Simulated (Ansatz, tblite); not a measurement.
Cost and result up the ladder for TiF3 (4 atoms). The state is a doublet with charge 0. Geometry: PBE-D4/def2-TZVP.

Cartesian coordinates in Å:
```
Ti 0.001 0.000 -0.001
F 1.375 -0.140 1.118
F -0.717 -1.461 -0.715
F -0.659 1.602 -0.402
```

Ansatz on 4 threads of Arm Neoverse V1 on a shared host; xTB runs through tblite on one thread. Times are rough, summed over both states, and most runs start from the orbitals of an earlier one. CCSD(T)/def2-TZVPP serves as the yardstick here, not as an exact answer. The other state is a singlet.

The xTB rows come from tblite. Correlated methods freeze 8 core orbitals; core or outer-core shells of Ti are correlated, in sets that lack core-valence functions. No other spin state of charge 0 was run.

Correlated methods converge slowly with the basis.

Raw xTB energies of ions are shifted by several eV, and xTB has no spin-polarisation term.

| level | functions | wall time |
| --- | --- | --- |
| GFN2-xTB | 21 | 0.004 s |
| GFN1-xTB | 21 | 0.005 s |
| PBE-D4/def2-TZVP (with forces) | 138 | 2.8 s |
| PBE0-D4/def2-TZVP | 138 | 4.1 s |
| r2SCAN-D4/def2-TZVP | 138 | 6.2 s |
| CCSD(T)/def2-TZVPP | 157 | 60 s |

Question: Estimate what each level gives for the vertical IE (eV).

Answer: 
```
                         level  vertical IE (eV)  difference from CCSD(T)/def2-TZVPP (eV)
                      GFN2-xTB             14.37                                     4.64
                      GFN1-xTB             15.81                                     6.08
PBE-D4/def2-TZVP (with forces)              9.16                                    -0.58
             PBE0-D4/def2-TZVP              9.88                                     0.15
           r2SCAN-D4/def2-TZVP              9.48                                    -0.26
            CCSD(T)/def2-TZVPP              9.73                                     0.00
```
